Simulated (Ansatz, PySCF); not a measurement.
CH7InN2 (SMILES [CH3][In]([NH2])[NH2]), singlet, geometry from GFN2-xTB (such geometries of metal compounds can be far from the true shape) (all electrons, no relativity), with bond 10-9 at 1.8 times its length. Base run: CASSCF(6,6)/STO-3G (PySCF).

PySCF was given this input:
```python
from pyscf import gto, scf, mcscf
import numpy

mol = gto.Mole()
mol.atom = '''
    In   -0.014895   -0.033446   -0.026618
    C     2.081065   -0.244101   -0.725521
    H     2.477089   -1.208987   -0.420821
    H     2.659363    0.551287   -0.261106
    H     2.126563   -0.142915   -1.806557
    N    -0.663707   -0.863686    1.737491
    H    -0.318053   -1.800811    1.914199
    H    -1.674189   -0.901544    1.825814
    N    -1.273850    1.408586   -0.774184
    H    -3.036528    1.122157   -0.387848
    H    -1.211294    1.542650   -1.777715
'''
mol.basis = 'sto-3g'
mol.charge = 0
mol.spin = 0
mol.verbose = 3
mol.build()

mf = scf.RHF(mol)
mf.kernel()
mc = mcscf.CASSCF(mf, 6, 6)
mc.fix_spin_(ss=0.0)
mc.kernel()
occ = numpy.linalg.eigvalsh(mc.fcisolver.make_rdm1(mc.ci, mc.ncas, mc.nelecas))[::-1]
ss = mc.fcisolver.spin_square(mc.ci, mc.ncas, mc.nelecas)[0]
print('natural occupations', occ.round(4), ' <S^2>', round(ss, 4))
```

Programs used: Ansatz (an electronic-structure program), PySCF; a row that names a program was run with it.

Variants of this job, named by their change:

| change | ΔE vs base (kcal/mol) | natural occupations | <S^2> of the state |
|---|---|---|---|
| base | 0.000 | 1.98 1.97 1.70 0.30 0.04 0.02 | 0.00 |
| active space = 4 electrons, 4 orbitals | 7.92 | 1.97 1.70 0.30 0.03 | 0.00 |
| orbitals = fixed (CASCI) | 32.83 | 2.00 1.99 1.75 0.25 0.01 0.00 | 0.00 |
| code = ansatz | -8.04 | - | - |
| active space = 6 electrons, 5 orbitals | 7.07 | 2.00 1.97 1.71 0.30 0.03 | 0.00 |
| active space = 2 electrons, 4 orbitals | 19.22 | 1.69 0.31 0.00 0.00 | 0.00 |
| solver = newton | 0.000 | 1.98 1.97 1.70 0.30 0.04 0.02 | 0.00 |
| code = ansatz; correction = SC-NEVPT2, all electrons | -90.0 | - | - |
| orbitals = fixed (CASCI); correction = SC-NEVPT2 | -86.1 | 2.00 1.99 1.75 0.25 0.01 0.00 | 0.00 |
| active space = 2 electrons, 2 orbitals | 19.27 | 1.69 0.31 | 0.00 |
| start = MP2 natural orbitals | -8.05 | 1.98 1.97 1.70 0.30 0.03 0.02 | 0.00 |

Active orbitals are taken around the Fermi level unless the row says otherwise; CASSCF can end in different local minima, and two programs can end on different orbitals. State-averaged rows give the lowest state.
